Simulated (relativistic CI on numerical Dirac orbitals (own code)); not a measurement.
Inner-shell lines of Rh41+

Computed by Dirac-Coulomb-Breit CI, KLI orbitals optimised for each configuration, QED by a radiative potential, valence Slater integrals scaled by 0.9 (own radial code, finite nucleus).

CI space: 1s²2s², 1s2s²2p, 1s2s²3p, 1s²2s2p, 1s2s2p², 1s2s2p3p. Levels of other configurations are missing.

The table holds the strongest lines. The upper levels have an inner-shell vacancy. Auger decay, open to those above the ionisation limit, is not computed, and radiative decays to configurations outside the model are missing too. Absolute energies can be off by a few tenths of a per cent, and at this charge the scaling can make term splittings too narrow, so close lines can change order. LS names give the leading component, which can be well under half, for lower levels too. Brackets number the levels in order of energy.

| E (eV) | Upper | Lower | A (s⁻¹) | gA (s⁻¹) |
| --- | --- | --- | --- | --- |
| 20492.7 | 1s2s2p² ⁵P1 [8] | 1s²2s2p ³P°1 [3] | 9.51e+14 | 2.85e+15 |
| 20500.2 | 1s2s2p² ⁵P3 [13] | 1s²2s2p ³P°2 [4] | 1.15e+15 | 8.03e+15 |
| 20514.3 | 1s2s2p² ³D1 [16] | 1s²2s2p ¹P°1 [5] | 9.70e+14 | 2.91e+15 |
| 20524.8 | 1s2s²2p ³P°1 [6] | 1s²2s² ¹S0 [1] | 1.33e+15 | 3.98e+15 |
| 20527.6 | 1s2s2p² ³P1 [14] | 1s²2s2p ³P°2 [4] | 1.04e+15 | 3.13e+15 |
| 20535.9 | 1s2s2p² ¹D2 [19] | 1s²2s2p ¹P°1 [5] | 8.60e+14 | 4.30e+15 |
| 20558.7 | 1s2s2p² ³P0 [9] | 1s²2s2p ³P°1 [3] | 3.14e+15 | 3.14e+15 |
| 20584.7 | 1s2s2p² ¹D2 [19] | 1s²2s2p ³P°2 [4] | 7.60e+14 | 3.80e+15 |
| 20670.0 | 1s2s2p² ³D3 [20] | 1s²2s2p ³P°2 [4] | 1.24e+15 | 8.69e+15 |
| 20677.2 | 1s2s2p² ³P1 [14] | 1s²2s2p ³P°1 [3] | 9.27e+14 | 2.78e+15 |
| 20693.0 | 1s2s2p² ³P1 [14] | 1s²2s2p ³P°0 [2] | 2.69e+15 | 8.07e+15 |
| 20693.1 | 1s2s2p² ³D2 [15] | 1s²2s2p ³P°1 [3] | 2.71e+15 | 1.36e+16 |
| 20708.2 | 1s2s2p² ¹P1 [23] | 1s²2s2p ¹P°1 [5] | 4.94e+15 | 1.48e+16 |
| 20712.6 | 1s2s2p² ³P2 [24] | 1s²2s2p ¹P°1 [5] | 8.93e+14 | 4.47e+15 |
| 20712.8 | 1s2s2p² ³D1 [16] | 1s²2s2p ³P°1 [3] | 2.21e+15 | 6.63e+15 |
| 20715.2 | 1s2s2p² ³P0 [17] | 1s²2s2p ³P°1 [3] | 2.89e+15 | 2.89e+15 |
| 20717.1 | 1s2s2p² ³P2 [21] | 1s²2s2p ³P°2 [4] | 4.02e+15 | 2.01e+16 |
| 20720.0 | 1s2s²2p ¹P°1 [12] | 1s²2s² ¹S0 [1] | 3.42e+15 | 1.03e+16 |
| 20736.2 | 1s2s2p² ³S1 [22] | 1s²2s2p ³P°2 [4] | 2.29e+15 | 6.86e+15 |
| 24194.2 | 1s2s2p3p ³D3 [50] | 1s²2s2p ³P°2 [4] | 4.35e+14 | 3.04e+15 |
